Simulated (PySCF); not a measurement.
## How the method moves the HOMO and LUMO of `F[Si](F)(F)F`

Species: SiF4.
Structure used (PBE0-D3(BJ)/def2-SVP), in Å, numbered top down from 1:
```xyz
5
SiF4 angstrom
F      1.5654   -0.2784    0.2142
Si     0.0182   -0.0215   -0.0191
F     -0.2307    1.5295   -0.2362
F     -0.7980   -0.5154    1.2475
F     -0.4628   -0.8190   -1.3029
```

Basis pcSseg-2 throughout (PySCF), one geometry. Isolated species at its PBE0-D3(BJ)/def2-SVP geometry, gas phase.

Task: How do the orbital energies and the gap change with the method?

Result: 
```json
{"method": "OPBE", "kind": "GGA", "HOMO (eV)": "-10.61", "LUMO (eV)": "-0.53", "gap (eV)": "10.08", "SCF cycles": "13"}
{"method": "BLYP", "kind": "GGA", "HOMO (eV)": "-10.62", "LUMO (eV)": "-0.96", "gap (eV)": "9.66", "SCF cycles": "12"}
{"method": "PBE", "kind": "GGA", "HOMO (eV)": "-10.67", "LUMO (eV)": "-0.97", "gap (eV)": "9.71", "SCF cycles": "12"}
{"method": "B97-D", "kind": "GGA", "HOMO (eV)": "-10.75", "LUMO (eV)": "-0.72", "gap (eV)": "10.03", "SCF cycles": "13"}
{"method": "BP86", "kind": "GGA", "HOMO (eV)": "-10.79", "LUMO (eV)": "-0.97", "gap (eV)": "9.82", "SCF cycles": "12"}
{"method": "KT2", "kind": "GGA", "HOMO (eV)": "-10.86", "LUMO (eV)": "-1.27", "gap (eV)": "9.59", "SCF cycles": "13"}
{"method": "KT3", "kind": "GGA", "HOMO (eV)": "-10.87", "LUMO (eV)": "-1.11", "gap (eV)": "9.76", "SCF cycles": "13"}
{"method": "LDA", "kind": "LDA", "HOMO (eV)": "-10.95", "LUMO (eV)": "-1.31", "gap (eV)": "9.63", "SCF cycles": "12"}
{"method": "B3LYP", "kind": "global hybrid", "HOMO (eV)": "-12.53", "LUMO (eV)": "-0.29", "gap (eV)": "12.24", "SCF cycles": "12"}
{"method": "PBE0", "kind": "global hybrid", "HOMO (eV)": "-12.84", "LUMO (eV)": "0.11", "gap (eV)": "12.95", "SCF cycles": "11"}
{"method": "mPW1PW91", "kind": "global hybrid", "HOMO (eV)": "-12.89", "LUMO (eV)": "0.15", "gap (eV)": "13.04", "SCF cycles": "11"}
{"method": "wB97X-D", "kind": "range-separated hybrid", "HOMO (eV)": "-14.79", "LUMO (eV)": "2.13", "gap (eV)": "16.92", "SCF cycles": "12"}
{"method": "HF", "kind": "Hartree–Fock", "HOMO (eV)": "-18.51", "LUMO (eV)": "3.70", "gap (eV)": "22.21", "SCF cycles": "8"}
```

The HOMO spans 7.91 eV, from OPBE down to HF, and the gap runs from 9.59 eV (KT2) to 22.21 eV (HF). Over the methods OPBE (0 %), BLYP (0 %), PBE (0 %), B97-D (0 %), BP86 (0 %), KT2 (0 %), KT3 (0 %), LDA (0 %), B3LYP (20 %), PBE0 (25 %), mPW1PW91 (25 %), HF (100 %), a straight line through the gap against the share of exact exchange rises by 1.25 eV for each 10 % (correlation coefficient 0.999). The dipole is below 0.03 D at every level.
